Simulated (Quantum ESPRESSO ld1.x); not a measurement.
Values are calculated unless marked as measured or tabulated.
Q: Species: Pb2+. Configuration: [Hg] (the NIST ground configuration). Level of theory: Dirac Kohn-Sham, PBE, spin-unpolarised, spherical densities, point nucleus (ld1.x of Quantum ESPRESSO 7.5). Some entries of the table are withheld. Estimate them.

| orbital | occ. | eigenvalue (Ry) | <1/r> (bohr^-1) |
|---|---|---|---|
| 1s1/2 | 2 | -6467.7673 | 101.5 |
| 2s1/2 | 2 | -1156.8045 | 25.08 |
| 2p1/2 | 2 | -1110.7963 | 25.01 |
| 2p3/2 | 4 | -949.8366 | 19.96 |
| 3s1/2 | 2 | -278.5927 | 9.194 |
| 3p1/2 | 2 | -257.8675 | 9.100 |
| 3p3/2 | 4 | -221.9536 | 7.780 |
| 3d3/2 | 4 | -187.9616 | 7.680 |
| 3d5/2 | 6 | -180.3213 | 7.386 |
| 4s1/2 | 2 | -64.0271 | 3.904 |
| 4p1/2 | 2 | -55.0622 | 3.792 |
| 4p3/2 | 4 | -46.2714 | 3.336 |
| 4d3/2 | 4 | -31.6904 | 3.139 |
| 4d5/2 | 6 | -30.0501 | 3.036 |
| 5s1/2 | 2 | -11.7987 | 1.620 |
| 4f5/2 | 6 | -11.1774 | 2.696 |
| 4f7/2 | 8 | -10.8077 | 2.656 |
| 5p1/2 | 2 | (1) | (2) |
| 5p3/2 | 4 | (3) | (4) |
| 5d3/2 | 4 | (5) | 1.038 |
| 5d5/2 | 6 | (6) | 0.9986 |
| 6s1/2 | 2 | -2.0162 | 0.5897 |
| 6p1/2 | 0 | -1.3857 | 0.4900 |
| 6p3/2 | 0 | -1.2197 | 0.4389 |
| 7s1/2 | 0 | -0.6687 | 0.2592 |

A: 
(1) 5p1/2 eigenvalue (Ry): -8.7435
(2) 5p1/2 <1/r> (bohr^-1): 1.496
(3) 5p3/2 eigenvalue (Ry): -7.1017
(4) 5p3/2 <1/r> (bohr^-1): 1.328
(5) 5d3/2 eigenvalue (Ry): -2.8961
(6) 5d5/2 eigenvalue (Ry): -2.7041
